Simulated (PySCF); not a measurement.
C2H4BrCl, SMILES C[C@@H](Cl)Br.

Geometry optimised at B3LYP-D3(BJ)/def2-SVP.

All values below come from r2SCAN/def2-TZVP (PySCF).

Isolated molecule, no solvent.

Computed frontier levels, gap, dipole moment and polarisability:
```yaml
highest_occupied_level: -7.20 eV
lowest_empty_level: -1.59 eV
orbital_gap: 5.61 eV
dipole_moment: 2.14 D
quadrupole, principal values (traceless, Buckingham form, about the centre of nuclear charge): -4.04, 0.36, 3.68 D·Å
mean_static_polarisability: 57.4 bohr³ (8.51 Å³)
polarisability_principal_values: 44.2, 56.7, 71.3 bohr³
```
